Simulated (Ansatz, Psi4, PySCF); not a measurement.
HgI (SMILES [I][Hg]), doublet, geometry from GFN2-xTB (such geometries of metal compounds can be far from the true shape) (the spin is typed, not shown lowest) (core potentials on Hg, I). Base run: WB97X/def2-SVPD (PySCF).

Here is a job for PySCF.
```python
from pyscf import gto, scf, dft

mol = gto.M(
    atom='''
Hg   -0.000000   -0.000000   -1.184662
I     0.000000    0.000000    1.788169
''',
    basis='def2-svpd',
    ecp={'Hg': 'def2-svpd', 'I': 'def2-svpd'},
    charge=0,
    spin=1,
    verbose=4,
)

mf = dft.UKS(mol)
mf.xc = 'wb97x'
mf.kernel()
```

The same geometry, method and basis name were run in Ansatz (an electronic-structure program) and Psi4 and PySCF, at each program's defaults and at the settings that a row names. The base is PySCF at its defaults. Differences at the defaults can come from grids, fitting, cores and function types together. The rows with settings made alike still differ; the cause (another SCF solution, basis table, core potential or functional code) wasn't traced.

```
code and settings                                                                             ΔE vs base (mEh)  basis functions      E (Eh)  SCF cycles  dipole (D)
--------------------------------------------------------------------------------------------  ----------------  ---------------  ----------  ----------  ----------
PySCF, defaults (exact integrals, its default grid, spherical functions)                                 0.000               70  -451.27557          14        2.56
Psi4, defaults (density fitting with its default set, its default grid, spherical functions)            13.556               70  -451.26202          12        2.54
Ansatz, defaults (factorised integrals, its default grid, spherical functions)                           0.254               70  -451.27532           -           -
PySCF, density fitting with def2-universal-jkfit                                                         0.002               70  -451.27557          14        2.56
PySCF, fine grid                                                                                         0.505               70  -451.27507          14        2.57
Psi4, exact integrals, spherical functions, fine grid                                                    0.177               70  -451.27540          15        2.55
Ansatz, high accuracy                                                                                    0.253               70  -451.27532           -           -
```

Open shells are given as the SCF converged; they aren't shown to be the lowest states, and a large step between rows can be another state.
